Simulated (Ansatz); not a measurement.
Mulliken charges of CH3GeNO (`O[C]1=[N][GeH2]1`) from r2SCAN/def2-TZVPP in Ansatz (PBE0-D4/def2-TZVP geometry).

```tsv
atom	x (Å)	y (Å)	z (Å)	charge (e)
O1	1.666	-0.729	0.701	-0.279
C2	0.477	-0.374	0.240	0.221
N3	-0.612	-0.999	0.095	-0.333
Ge4	-0.729	0.848	-0.478	0.155
H5	1.610	-1.665	0.957	0.210
H6	-1.537	1.776	0.422	0.013
H7	-0.814	1.074	-1.984	0.013
```

Problem. By hand: the dipole of these point charges (1 e Å = 4.8032 D).

Solution. Σ q r = (0.039, 0.272, -0.068) e Å, of length 0.283 e Å = 1.36 D.

Problem. How does the dipole of the full density compare? (Best estimate.)

Solution. Computed: (0.086, 0.178, -0.026) e Å, 0.96 D; the point charges give 1.42 times that, at 18° from its direction.

Point charges leave out the atoms' own dipoles, such as those of lone pairs, and Mulliken's split depends on the basis, so the two needn't agree.
